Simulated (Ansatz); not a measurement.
Job for Ansatz (a program for electronic structure): R-CCSD(T)/cc-pVDZ on BH5N2O (SMILES NB(N)O), a point of a torsion scan.

Ansatz 0.2 input:
```yaml
crystal:
  periodic: [false, false, false]
  atoms:
    - {symbol: N, position_ang: [0.91139566, 0.93448698, -0.20308886]}
    - {symbol: B, position_ang: [0.10210276, -0.21857379, -0.13405002]}
    - {symbol: N, position_ang: [-1.30783210, -0.10210724, -0.14113939]}
    - {symbol: O, position_ang: [0.71412148, -1.46257312, -0.16095021]}
    - {symbol: H, position_ang: [1.91058985, 0.86108248, -0.14880490]}
    - {symbol: H, position_ang: [0.57081809, 1.86171946, -0.02720766]}
    - {symbol: H, position_ang: [-1.78768774, 0.77553211, -0.07115065]}
    - {symbol: H, position_ang: [-1.91700716, -0.89435935, -0.05251683]}
    - {symbol: H, position_ang: [0.43874027, -2.01424936, -0.88688270]}
basis:
  gaussian:
    orbitals: cc-pVDZ
magnetization: {spin_polarized: false}
correlation: {method: ccsd_t, electrons: outside_noble_gas}
scf: {lower_state_search: off}
```

It printed:

```
WARN ansatz: RAYON_NUM_THREADS=1 ignored (pool sized by the plan → 1); use --threads N
Functional definition: HF
these checks for a lower state are left out or cut short: stability, starts, cluster_reference, orbital_swaps, neighbouring_geometries, increment
integrals: 0.07 GiB planned
747 factors; integrals over basis functions are off by at most 1.2e-3 eV
mean field: 0.15 GiB planned
mean field evaluation 1: about -5751.2202 eV, gradient 4.5e1 eV
mean field evaluation 2: about -5751.2211 eV, gradient 4.5e1 eV
mean field evaluation 4: about -5755.3951 eV, gradient 2.9e0 eV
mean field evaluation 8: about -5755.4224 eV, gradient 8.8e-5 eV
mean field -5755.42235211 eV, -211.5078702748 hartree, gradient 2.7e-6 eV, S^2 0.000000; 0 other end points of the search recorded, 0 dependent functions left out
4 core orbitals not correlated
reference -5755.42235211 eV, -211.5078702748 hartree; 12, 12 occupied and 65, 65 virtual orbitals, 747 factors
second order -16.57337803 eV of doubles, -0.00000000 eV of singles
coupled cluster: 0.23 GiB planned
cycle   1  -16.99233722 eV  change   -4.2e-1 eV  update   7.8e-2
cycle   2  -17.33540414 eV  change   -3.4e-1 eV  update   2.2e-2
cycle   3  -17.41827511 eV  change   -8.3e-2 eV  update   1.1e-2
cycle   4  -17.41353166 eV  change    4.7e-3 eV  update   2.5e-3
cycle   5  -17.41237424 eV  change    1.2e-3 eV  update   9.4e-4
cycle   6  -17.41245528 eV  change   -8.1e-5 eV  update   3.0e-4
cycle   7  -17.41229861 eV  change    1.6e-4 eV  update   8.5e-5
cycle   8  -17.41225751 eV  change    4.1e-5 eV  update   2.6e-5
cycle   9  -17.41225538 eV  change    2.1e-6 eV  update   1.0e-5
perturbative correction -0.41874917 eV, -0.0153887480 hartree
Total energy: -5773.25335666 eV, -212.1631476054 hartree
Checks for a lower state left out: stability, starts, cluster_reference, orbital_swaps, neighbouring_geometries, increment
```

The run converged.

Cost: roughly 4 core-seconds.
